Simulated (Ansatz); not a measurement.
Basis sets compared for fac-CoF3(H2O)3 (CoO3F3H6). Total charge 0; singlet. Geometry r2SCAN-D4/def2-SVP. Ansatz on 4 threads of Arm Neoverse V1 on a shared host; times are rough, and most runs start from earlier orbitals.

```xyz
13

Co   -0.104   -0.136    0.111
F     0.615   -0.746    1.658
F    -1.742    0.314    0.743
F    -0.537   -1.734   -0.625
O    -0.893    0.518   -1.561
O     1.667   -0.633   -0.567
O     0.358    1.591    0.918
H    -1.733    0.741   -1.101
H    -1.060   -0.404   -1.865
H     1.309   -1.469   -0.945
H     1.952   -0.917    0.332
H     0.742    1.142    1.706
H    -0.576    1.733    1.194
```

The restricted singlet is unstable towards broken spin symmetry in Hartree–Fock (as tested in another run); at PBE-D4/def2-SVP, PBE-D4/def2-TZVP, PBE0-D4/def2-SVP, PBE0-D4/def2-TZVP this wasn't settled. No other spin state of charge 0 was run.

Binding counts from free atoms (Co quartet, F doublet, O triplet, H doublet) in the same basis, without a counterpoise term.

```tsv
level	functions	energy (Eh)	HOMO (eV)	LUMO (eV)	binding per atom (eV)	wall time
PBE-D4/def2-SVP	145	-1910.3629	-5.46	-3.61	3.65	1.7 s
PBE0-D4/def2-SVP	145	-1910.3384	-8.88	-2.65	3.40	2.7 s
```

(1) Estimate the rows for PBE-D4/def2-TZVP (with forces), PBE0-D4/def2-TZVP.

Answers

(1) 
```
                         level  functions  energy (Eh)  HOMO (eV)  LUMO (eV)  binding per atom (eV)  wall time
PBE-D4/def2-TZVP (with forces)        267   -1911.2114      -5.90      -4.04                   3.54      4.2 s
             PBE0-D4/def2-TZVP        267   -1911.1747      -9.15      -2.87                   3.34      6.5 s
```
